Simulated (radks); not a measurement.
Question: All-electron atom: Kr I in [Kr]. Calculated with a radial shooting solver on a logarithmic mesh with Libxc functionals: Dirac Kohn-Sham, LDA (Slater exchange, Perdew-Wang correlation), spin-unpolarised, spherical densities, finite nucleus; Fermi nuclear charge, rms radius 4.1884 fm.

Spin-orbit splittings of the eigenvalues, e(l+1/2) - e(l-1/2), with zeta = 2 splitting/(2l+1) and mean radii in bohr:

shell  occ.  splitting (eV)  zeta (eV)  <r> j=l-1/2  <r> j=l+1/2
2p        6           53.73      35.82       0.1575       0.1615
3p        6           7.924      5.283       0.5342       0.5448
3d       10           1.304     0.5217       0.5540       0.5580
4p        6               ?          ?        1.911        1.961

Estimate the 4p splitting.

Answer: 0.6529 eV (zeta = 0.4352 eV).
